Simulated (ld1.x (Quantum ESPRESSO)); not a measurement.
**Configuration tests for Pb (Z = 82) (TM semilocal)**

```json
{
 "Element": "Pb (Z = 82)",
 "Generator": "ld1.x (Quantum ESPRESSO) 7.5",
 "Type": "norm-conserving Troullier–Martins (semilocal form)",
 "Functional": "PBEsol",
 "Relativity": "scalar-relativistic",
 "Frozen core": "[Kr] 4d10 4f14",
 "Valence charge": "22",
 "Reference configuration": "5s2 5p6 5d10 6s2 6p0 (charge +2)",
 "Partial waves": "5p (bound): rc 1.60 bohr; 5d (bound): rc 1.10 bohr; 5s (bound): rc 0.90 bohr",
 "Local potential": "the s channel",
 "Core correction": "Bessel-smoothed model core, default radius (core density twice the valence density)"
}
```

Occupied shells without a wave of their own: 6s. They enter only through the test configuration that unscreens the potential, and ld1.x also counts them in the model core charge.

Energies are relative to the spin-unpolarised reference configuration 5s2 5p6 5d10 6s2 6p0; without spin polarisation the order of configurations can differ from experiment.

ld1.x takes every shell without a wave as core, so the model core holds the 6s electrons as well and exchange and correlation see them twice. This cancels in the reference configuration, but the file is broken for other ones, and its errors say nothing about a proper core correction.

```csv
valence configuration,charge,ΔE all-electron (eV),error AE − PS (meV)
5s2 5p6 5d10 6s2 6p2,0,-20.045,+812
5s2 5p6 5d10 6s2 6p1,+1,-13.447,+668
5s2 5p6 5d10 6s1 6p0,+3,32.479,-479
5s2 5p6 5d9 6s2 6p2,+1,7.114,+1737
5s2 5p6 5d10 6s1 6p2,+1,-3.868,+1226
5s2 5p6 5d10 6s2 6p1.5,+0.5,-17.542,+793
5s2 5p6 5d9 6s2 6p3,0,-0.758,+1836
```

Levels in the configuration 5s2 5p6 5d10 6s1 6p2:

```csv
level,all-electron (eV),pseudo (eV)
5s,-153.780,-152.788
5p,-95.396,-94.437
5d,-30.587,-29.762
6s,-20.467,-20.118
6p,-10.743,-10.989
```

The potential misses its own reference levels by up to 0.3 eV.
